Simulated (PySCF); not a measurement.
# Radial density of Zr (zirconium, neutral)

wB97M-V, [Kr] 4d2 5s2, high-spin 3F determinant. Calculation: PySCF 2.14, in aug-cc-pVTZ-PP with ECP28MDF; scalar relativity through the core potential. This is the valence pseudo-density: the core potential removes the inner electrons and smooths the orbitals near the nucleus.

```csv
r (bohr),4πr²ρ (e/bohr),4πr²(ρα − ρβ)
0.0387,1.595e-05,0.0000
0.0651,4.251e-05,0.0000
0.110,0.0001608,0.0000
0.184,0.001311,0.0001
0.310,0.02189,0.0022
0.521,0.6301,0.0360
0.877,6.296,0.3534
1.47,6.766,0.9572
2.48,1.700,0.6599
4.17,0.6210,0.1135
7.02,0.06063,-0.0007
11.8,0.0003565,0.0000
```

Energies and moments cover only the electrons outside the core potential.
